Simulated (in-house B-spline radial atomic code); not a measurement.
Radial electron density of the cobalt ion Co⁺, [Ar] 3d8. Method: Dirac-Hartree-Fock, average of configuration, Fermi nucleus of rms radius 3.7875 fm, inside a hard spherical wall at 4.36 bohr. Calculated with a B-spline radial code for spherical atoms.

Columns: r (bohr), 4πr²n(r) (electrons per bohr), bar.

```
  0.0022   0.8152 #
 0.00264    1.138 #
 0.00317    1.583 ##
  0.0038    2.184 ###
 0.00456    2.997 ####
 0.00547    4.077 #####
 0.00656     5.49 #######
 0.00787     7.31 #########
 0.00944    9.597 ############
  0.0113    12.36 ###############
  0.0136     15.7 ###################
  0.0163    19.38 #######################
  0.0195    23.22 ############################
  0.0234       27 ################################
  0.0281    30.18 ####################################
  0.0337    32.23 #######################################
  0.0404    32.75 #######################################
  0.0485    31.64 ######################################
  0.0581    29.35 ###################################
  0.0697    26.85 ################################
  0.0836    25.53 ###############################
     0.1    26.48 ################################
    0.12    29.79 ####################################
   0.144    34.02 #########################################
   0.173     36.6 ############################################
   0.207    35.23 ##########################################
   0.249    29.44 ###################################
   0.298    21.88 ##########################
   0.358    15.98 ###################
   0.429    14.37 #################
   0.515    16.26 ####################
   0.617    18.48 ######################
   0.741     18.3 ######################
   0.888    15.26 ##################
    1.07     10.7 #############
    1.28    6.648 ########
    1.53    3.762 #####
    1.84    1.947 ##
     2.2   0.9633 #
    2.64   0.4186 #
    3.17   0.1419 
     3.8  0.02416
```

On this grid the curve has 3 maxima, near 0.0404, 0.173, 0.617 bohr.

The 3p3/2 radial function P(r) = rR(r), positive near the nucleus, with its small component Q(r) (sign convention: Q ≈ (P' + κP/r)/2c):

```
r (bohr)          P           Q
 0.00264   0.001467  -7.237e-05
  0.0038   0.002982   -0.000147
 0.00547   0.006021  -0.0002965
 0.00787    0.01202  -0.0005915
  0.0113    0.02359   -0.001159
  0.0163    0.04574   -0.002241
  0.0234    0.08542   -0.004175
  0.0337     0.1539   -0.007501
  0.0485     0.2608    -0.01271
  0.0697     0.4043    -0.01985
     0.1     0.5494    -0.02773
   0.144     0.6043    -0.03316
   0.207      0.426     -0.0313
   0.298   -0.07146    -0.01951
   0.429    -0.7359   -0.001949
   0.617     -1.157     0.01093
   0.888     -1.053      0.0125
    1.28    -0.6069    0.007159
    1.84    -0.2174      0.0024
    2.64   -0.04392   0.0004477
     3.8  -0.003684   4.091e-05
```
